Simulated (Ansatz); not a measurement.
Ideal-gas functions of ClH$_{4}$SiSn (`[SiH3][SnH][Cl]`) radical at 800 K and 1 bar, from an Ansatz frequency run at PBE0-D4/def2-TZVP.

Molar mass 186.28 g/mol, point group C1 (symmetry number 1), electronic degeneracy 2, moments of inertia 108.781, 264.823, 363.51 u Å². Harmonic wavenumbers (cm⁻¹, unscaled): 69, 75, 281, 344, 355, 462, 506, 556, 834, 929, 933, 1840, 2216, 2236, 2250.

Use S(trans) = R[1.5 ln M + 2.5 ln T − 1.1517]; rotational temperatures θ = 24.2544 K / I; S(rot) = R[ln(√π/σ · √(T³/θAθBθC)) + 1.5]; for each mode x = 1.438777 ν̃/T, S = R[x/(eˣ − 1) − ln(1 − e⁻ˣ)] and H = RT x/(eˣ − 1); 1 cm⁻¹ = 0.0119627 kJ/mol; R = 8.31446 J/(mol·K).

Problem. By hand: the entropy, in J/(mol·K).

Solution. Translation 194.6. Rotation: θ = 0.223, 0.0916, 0.0667 K, giving 128.0. Vibration, mode by mode: 25.67, 24.98, 14.08, 12.44, 12.18, 10.09, 9.38, 8.65, 5.68, 4.95, 4.92, 1.35, 0.78, 0.76, 0.75, in all 136.7. Electronic 5.8. Sum 465.1 J/(mol·K).

Problem. By hand: H − E and G − E in kJ/mol, counted from the electronic energy.

Solution. Zero-point energy ½ × 13886 × 0.0119627 = 83.1; thermal vibration 49.7; translation, rotation and pV give 4 RT = 26.6. H − E = 159.4 kJ/mol, and G − E = 159.4 − 800 × 465.1/1000 = -212.7 kJ/mol.

Vibration gives 29 % of the entropy, 50.6 J/(mol·K) of it from the modes under 150 cm⁻¹: soft modes count most, and the harmonic formula is weakest for them. The sum counts one conformer and one mirror image; others add a mixing term.
